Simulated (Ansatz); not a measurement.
`COCCOS(=O)(=O)CC(F)(F)C(F)F` with charge -1. Total charge -1; doublet. Geometry PBE-D4/def2-SVP, that of the neutral singlet; atoms count from 1.

Cartesian coordinates in Å:
```
C -1.521 -1.585 -1.284
O -1.991 -0.603 -0.370
C -2.465 0.592 -0.962
C -1.377 1.503 -1.518
O -0.512 2.006 -0.481
S 0.951 1.232 -0.227
O 1.878 2.291 0.173
O 1.215 0.332 -1.366
C 0.490 0.255 1.239
C 1.403 -0.916 1.570
F 1.361 -1.856 0.583
F 0.909 -1.496 2.713
C 2.884 -0.591 1.852
F 2.945 0.398 2.784
F 3.492 -0.174 0.716
H -0.588 -1.272 -1.802
H -2.302 -1.834 -2.041
H -1.296 -2.493 -0.692
H -3.189 0.370 -1.785
H -3.018 1.129 -0.163
H -1.843 2.398 -1.980
H -0.769 0.996 -2.295
H 0.462 0.970 2.080
H -0.519 -0.152 1.016
H 3.401 -1.499 2.241
```

The highest occupied level of the charge -1 doublet lies above zero (up to 3.96 eV). By energy differences it is unbound by 2.22 eV (vertical, against the charge 0 singlet, at PBE0-D4/def2-SVP) and held by the finite basis.

**Question.** Estimate the Mulliken populations from the PBE0/def2-SVP orbitals of Ansatz.

**Answer.** 
| atom | charge (e) | spin (α − β) |
| --- | --- | --- |
| C1 | 0.12 | 0.00 |
| O2 | -0.42 | 0.00 |
| C3 | 0.17 | -0.02 |
| C4 | 0.15 | 0.03 |
| O5 | -0.50 | 0.09 |
| S6 | 0.83 | 0.33 |
| O7 | -0.53 | 0.04 |
| O8 | -0.53 | 0.02 |
| C9 | -0.11 | 0.06 |
| C10 | 0.21 | 0.17 |
| F11 | -0.23 | 0.00 |
| F12 | -0.27 | 0.03 |
| C13 | 0.45 | 0.03 |
| F14 | -0.24 | 0.00 |
| F15 | -0.21 | 0.00 |
| H16 | 0.06 | 0.00 |
| H17 | -0.01 | 0.00 |
| H18 | 0.02 | 0.02 |
| H19 | -0.03 | 0.02 |
| H20 | 0.01 | 0.02 |
| H21 | -0.07 | 0.09 |
| H22 | 0.03 | 0.00 |
| H23 | 0.04 | 0.02 |
| H24 | 0.06 | 0.04 |
| H25 | -0.02 | 0.02 |
Mulliken values depend strongly on the basis.

**Question.** Where does the spin sit?

**Answer.** Summed by element: C 0.27, O 0.14, S 0.33, F 0.03, H 0.23, of 1 unpaired in all. Largest on single atoms: S6 0.33, C10 0.17, H21 0.09.

**Question.** And the Mayer bond orders between heavy atoms (over 0.3)?

**Answer.** C1–O2 0.95 (1.42 Å); O2–C3 0.97 (1.42 Å); C3–C4 1.04 (1.52 Å); C4–O5 0.95 (1.44 Å); O5–S6 0.62 (1.67 Å); S6–O7 1.63 (1.46 Å); S6–O8 1.56 (1.48 Å); S6–C9 0.83 (1.82 Å); C9–C10 1.09 (1.52 Å); C10–F11 1.01 (1.36 Å); C10–F12 0.92 (1.37 Å); C10–C13 0.95 (1.54 Å); C13–F14 1.02 (1.36 Å); C13–F15 1.05 (1.35 Å).
